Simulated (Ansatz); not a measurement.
Geometry optimisation, RHF/def2-SVP in Ansatz.

input.yaml

```yaml
crystal:
  periodic: [false, false, false]
  atoms:
    - { symbol: C, position_ang: [0.1445, -2.1614, 0.5679] }
    - { symbol: B, position_ang: [0.3746, -0.6933, -0.0856] }
    - { symbol: Se, position_ang: [2.1063, -0.3664, -1.0353] }
    - { symbol: C, position_ang: [-0.6413, 0.4428, 0.0294] }
    - { symbol: C, position_ang: [-0.5512, 1.647, -0.4873] }
    - { symbol: O, position_ang: [-1.5633, 2.6147, -0.3297] }
    - { symbol: H, position_ang: [0.9907, -2.7849, 0.3926] }
    - { symbol: H, position_ang: [-0.0351, -1.9884, 1.6403] }
    - { symbol: H, position_ang: [-0.8012, -2.545, 0.1287] }
    - { symbol: H, position_ang: [2.7669, 0.1124, 0.3207] }
    - { symbol: H, position_ang: [-1.6469, 0.1906, 0.5692] }
    - { symbol: H, position_ang: [0.3743, 1.9395, -0.9733] }
    - { symbol: H, position_ang: [-1.4977, 3.5576, -0.7229] }
basis:
  gaussian: { orbitals: def2-SVP }
hamiltonian:
  xc: hf
relax:
  f_tol: 0.015
  max_steps: 40
output:
  orbitals: {}
```

Command:

```bash
$ ansatz run input.yaml --threads 2 --pin off --max-ram 3072MiB --backend cpu --events-out ev --progress --plain --runs-dir out
```

Where does it end, and by what steps?

It converged. The force dipped under the threshold on the way, but the program's further checks kept it going. After 20 steps the energy has fallen by 1.270 eV; H10 moved furthest, 1.43 Å.

| step | energy less start (eV) | largest force component (eV/Å) | accepted |
| --- | --- | --- | --- |
| 0 | 0.0000 | 3.789 | yes |
| 1 | -0.7367 | 1.605 | yes |
| 2 | -0.8140 | 1.015 | yes |
| 3 | -0.9221 | 0.294 | yes |
| 4 | -0.9599 | 0.961 | yes |
| 5 | -1.0221 | 1.047 | yes |
| 6 | -1.1062 | 0.879 | yes |
| 7 | -1.1883 | 0.469 | yes |
| 8 | -1.2413 | 0.230 | yes |
| 9 | -1.2598 | 0.308 | yes |
| 10 | -1.2612 | 0.263 | yes |
| 11 | -1.2659 | 0.051 | yes |
| 12 | -1.2671 | 0.107 | yes |
| 13 | -1.2677 | 0.094 | yes |
| 14 | -1.2687 | 0.059 | yes |
| 15 | -1.2690 | 0.062 | yes |
| 16 | -1.2696 | 0.012 | yes |
| 17 | -1.2698 | 0.033 | yes |
| 18 | -1.2698 | 0.036 | yes |
| 19 | -1.2699 | 0.027 | yes |
| 20 | -1.2699 | 0.014 | yes |

```xyz
13
Properties=species:S:1:pos:R:3
C 0.228 -1.973 0.618
B 0.442 -0.504 0.063
Se 2.220 0.088 -0.574
C -0.753 0.482 0.018
C -0.696 1.740 -0.422
O -1.749 2.554 -0.442
H 1.111 -2.611 0.609
H -0.143 -1.917 1.647
H -0.558 -2.467 0.036
H 2.941 -1.149 -0.327
H -1.725 0.145 0.369
H 0.227 2.173 -0.794
H -1.525 3.404 -0.785
```

Whether the end is a true minimum wasn't checked by a vibrational analysis.

Run time: 58 s on 2 threads of Intel(R) Xeon(R) CPU @ 2.80GHz (Skylake/Cascade Lake), with other jobs on the host, peak memory 0.42 GiB.
